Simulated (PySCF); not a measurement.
## Excited states of Hf⁴⁺ (hafnium, charge +4)

Ground state [Xe] 4f14, ¹S. Computed with PySCF 2.14 in aug-cc-pVDZ-PP with two added diffuse shells each of s, p, d, f type with ECP60MDF (7s7p6d4f, 86 functions), with scalar relativity through the core potential. Vertical excitation energies in eV without spin-orbit coupling; excited terms of each kind are numbered among those the solver found. Frozen: nothing.

```csv
term,leading excitation,EOM-EE-CCSD
1 3P°,5p → d,34.869
1 3F°,5p → d,36.169
1 1D°,5p → d,38.028
1 3D°,5p → d,38.096
1 1F°,5p → d,38.188
1 1P°,5p → s,42.679
1 3S,5p → p,49.246
1 3D,5p → p,50.151
1 1D,5p → p,50.425
1 1P,5p → p,50.716
1 3P,5p → p,50.751
1 1S,5p → p,51.560
1 3G,5p → f,61.343
1 1G,5p → f,61.422
```

The spin-orbit splitting of the hole, absent here, rivals or exceeds the spacing of these terms, so the LS terms are model states.

The 4f shell lies in the core potential, so 4f excitations, among the lowest in this ion, cannot appear.

The solver can miss terms.
